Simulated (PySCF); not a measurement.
## Exercise with solution: oscillator strength and radiative lifetime

C2H7Bi, SMILES C[CH2][BiH2].

Geometry: PBE0-D3(BJ)/def2-SVP. The def2 effective core potentials stand for the cores of Bi; spin–orbit coupling is left out.

PySCF 2.14.0 with TDA-M06-2X/def2-SVPD puts the first singlet state with f over 0.02 at 5.65 eV (vertical), with the transition dipole (0.684, 0.168, 0.000) in atomic units.

**Question.** Find the oscillator strength, the wavelength and the radiative lifetime that this transition would have in vacuum if emission retraced absorption.

**Answer.** 
|μ|² = 0.4961 au, so |μ| = 1.79 D. ΔE = 5.65/27.211 = 0.2076 hartree. f = (2/3) ΔE |μ|² = 0.069 (the program prints 0.069).
λ = 1239.84/5.65 = 219 nm; ν = 45570 cm⁻¹.
Einstein's coefficient A = 0.6670 ν² f s⁻¹ (ν in cm⁻¹) = 9.5e7 s⁻¹, so τ = 1/A = 11 ns. This state is S1. The figure is the radiative limit of this one transition; relaxation, internal conversion, crossing to triplets and a medium change what is measured.
